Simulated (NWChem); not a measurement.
Molecule: AlH$_{2}$Cl; SMILES [AlH2][Cl]

```xyz
4

Al     0.0000     0.0000     1.0803
H      0.0000    -1.4122     1.8128
H      0.0000     1.4122     1.8128
Cl     0.0000     0.0000    -1.0394
```
Atoms are numbered in this order, from 1.

All runs: NWChem. Medium grid unless said otherwise, to which SCAN and Minnesota functionals are sensitive. Geometry: optimised at PBE-D3(BJ)/def2-SVP.

**Question.** Order these by “highest occupied level (eV)”, lowest first: MPW1K/def2-TZVP; BP86/def2-TZVP; PW6B95/def2-TZVP; MN15/def2-TZVP; B3LYP/def2-TZVP.

**Answer.** MPW1K/def2-TZVP (-9.55), MN15/def2-TZVP (-9.27), PW6B95/def2-TZVP (-8.65), B3LYP/def2-TZVP (-8.36), BP86/def2-TZVP (-7.39)
